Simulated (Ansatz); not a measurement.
Cost and result for the atomization energy of C2H3ClNSi (`[C]#C[SiH](N)Cl`) radical (8 atoms, 7 bonds).

Total charge 0; spin multiplicity 2. Geometry: relaxed with PBE0-D4/def2-TZVP. It is one conformer, not always the lowest. Program: Ansatz. All runs use 4 threads of an Arm Neoverse V1 on a shared host. Times are those of one run each, without the atoms' runs, and a repeat can differ threefold. Electronic energies, without spin–orbit coupling; frozen cores. CCSD(T)/CBS adds CCSD(T) − MP2 in def2-TZVPP to the MP2 limit, and its time is that of the two runs behind it. T1 = 0.040; ⟨S²⟩ of the reference is 1.17. B3LYP takes the VWN-RPA correlation (the form of Gaussian; ORCA's B3LYP/G).

CCSD(T)/CBS is a level of theory with its own doubt, some kJ/mol a heavy atom from the limit and from the frozen cores, so smaller differences don't rank the functionals.

```json
{"level": "revPBE-D4/def2-TZVPP", "functions": "219", "wall time": "8 s"}
{"level": "PBE-QIDH/def2-TZVPP", "functions": "219", "wall time": "8 s"}
{"level": "PBE-D4/def2-TZVPP (with forces)", "functions": "219", "wall time": "9 s"}
{"level": "PBE0-D4/def2-TZVPP", "functions": "219", "wall time": "10 s"}
{"level": "BLYP-D4/def2-TZVPP", "functions": "219", "wall time": "13 s"}
{"level": "B3LYP-D4/def2-TZVPP (with forces)", "functions": "219", "wall time": "13 s"}
{"level": "CCSD(T)/def2-SVP", "functions": "93", "wall time": "15 s"}
{"level": "r2SCANh-D4/def2-TZVPP", "functions": "219", "wall time": "17 s"}
{"level": "ωB97X-V/def2-TZVPP", "functions": "219", "wall time": "40 s"}
{"level": "ωB97M-V/def2-TZVPP (with forces)", "functions": "219", "wall time": "52 s"}
{"level": "MP2/def2-QZVPP", "functions": "401", "wall time": "110 s"}
{"level": "CCSD(T)/def2-TZVPP", "functions": "219", "wall time": "6 min"}
{"level": "CCSD(T)/CBS(def2)", "functions": "–", "wall time": "7.8 min"}
```

**Question.** What atomization energy does each give, and how far from CCSD(T)/CBS? (Estimate.)

**Answer.** Ansatz gave: 
```
                            level  atomization (kJ/mol)  difference from CCSD(T)/CBS  per bond
             revPBE-D4/def2-TZVPP                2930.5                          7.8       1.1
              PBE-QIDH/def2-TZVPP                2903.4                        -19.3      -2.8
  PBE-D4/def2-TZVPP (with forces)                3014.8                         92.1      13.2
               PBE0-D4/def2-TZVPP                2938.6                         15.9       2.3
               BLYP-D4/def2-TZVPP                2934.5                         11.8       1.7
B3LYP-D4/def2-TZVPP (with forces)                2919.7                         -3.0      -0.4
                 CCSD(T)/def2-SVP                2699.6                       -223.1     -31.9
            r2SCANh-D4/def2-TZVPP                2915.3                         -7.4      -1.1
               ωB97X-V/def2-TZVPP                2924.8                          2.1       0.3
 ωB97M-V/def2-TZVPP (with forces)                2932.6                          9.9       1.4
                   MP2/def2-QZVPP                2915.8                         -6.9      -1.0
               CCSD(T)/def2-TZVPP                2823.6                        -99.1     -14.2
                CCSD(T)/CBS(def2)                2922.7                          0.0       0.0
```

In def2-TZVPP, CCSD(T) changes the Hartree–Fock value by +768.5 kJ/mol (the triples alone add +61.4 kJ/mol) and MP2 by +801.3 kJ/mol; breaking electron pairs costs correlation energy, which Hartree–Fock lacks. From PBE to PBE0 (25 % exact exchange), in def2-TZVPP and without D4, the atomization energy moves by −73.2 kJ/mol: exact exchange takes away binding that semilocal exchange gives to molecules. Leaving LDA and LC-ωPBE aside and taking each functional with its dispersion term where it has one, the values, not all of them listed here, spread over 202.8 kJ/mol, from BHLYP-D4 to PBE-D4. LDA lies +387.1 kJ/mol from PBE without D4, its usual overbinding.
